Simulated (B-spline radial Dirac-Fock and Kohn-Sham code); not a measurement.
**Binding energies of Ag at several levels of theory**

System: the free silver atom in the configuration [Kr] 4d9 5s2 (not the ground configuration).

The density-functional columns are spherical, spin-unpolarised Dirac-Kohn-Sham results without Breit or QED terms: −ε is minus the orbital energy of the initial state and ΔSCF the difference of two total energies. The reference in the last column comes from Dirac-Fock ΔSCF + Breit + QED. All numbers are from a radial finite-basis atomic code, in eV; a selection of levels is shown. For the 1s level of heavy atoms much of the gap between ΔSCF and the reference is the Breit and QED part, -78.4 eV here; for other levels the error of the functional can be larger.

```tsv
level	LDA −ε	LDA ΔSCF	Dirac-Fock
K	25287.1	25596.9	25526.7
L1	3727.0	3779.6	3826.3
L2	3466.0	3531.8	3538.5
L3	3291.0	3353.2	3365.7
M1	686.4	703.4	734.0
M2	582.4	599.9	619.2
M3	551.5	568.5	587.9
M4	366.7	385.2	386.4
N1	99.09	106.5	115.9
N2	66.15	73.30	77.92
N3	60.94	67.96	72.82
N4,5	10.88	16.89	15.15
O1	5.83	9.41	7.17
```

Values without a named source are computed, but for edge energies of neutral atoms, which are taken from tables.
